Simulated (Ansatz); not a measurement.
Basis-set series for F$_{2}$H$_{2}$O$_{2}$Zr (`[OH][Zr]([OH])([F])[F]`). The species carries charge 0 and has multiplicity 1. Zr takes the def2 core potential. The geometry is a stationary point of PBE0-D4/def2-TZVP. It is one conformer, not always the lowest.

Cartesian coordinates in Å:
```
O 0.713 1.528 -0.063
Zr 0.331 -0.337 0.084
O -1.531 -0.694 -0.145
F 1.317 -1.284 -1.253
F 0.877 -0.952 1.811
H 0.766 2.474 -0.159
H -2.473 -0.734 -0.276
```

```json
{"functional": "PBE0-D4", "basis": "def2-SVP", "functions": "97", "energy (Eh)": "-398.06312", "HOMO (eV)": "-9.41", "LUMO (eV)": "-0.18"}
{"functional": "PBE0-D4", "basis": "def2-QZVPP", "functions": "369", "energy (Eh)": "-398.53204", "HOMO (eV)": "-9.65", "LUMO (eV)": "-0.48"}
{"functional": "ωB97M-V", "basis": "def2-SVP", "functions": "97", "energy (Eh)": "-398.24341", "HOMO (eV)": "-11.85", "LUMO (eV)": "0.76"}
{"functional": "ωB97M-V", "basis": "def2-QZVPP", "functions": "369", "energy (Eh)": "-398.72043", "HOMO (eV)": "-12.11", "LUMO (eV)": "0.31"}
```

Task: Give the rows for def2-TZVPP. (Estimate.)

Result: Computed: 
| functional | basis | functions | energy (Eh) | HOMO (eV) | LUMO (eV) |
| --- | --- | --- | --- | --- | --- |
| PBE0-D4 | def2-TZVPP | 208 | -398.50892 | -9.61 | -0.39 |
| ωB97M-V | def2-TZVPP | 208 | -398.69857 | -12.06 | 0.47 |

Positive LUMOs are unbound and depend on the basis.
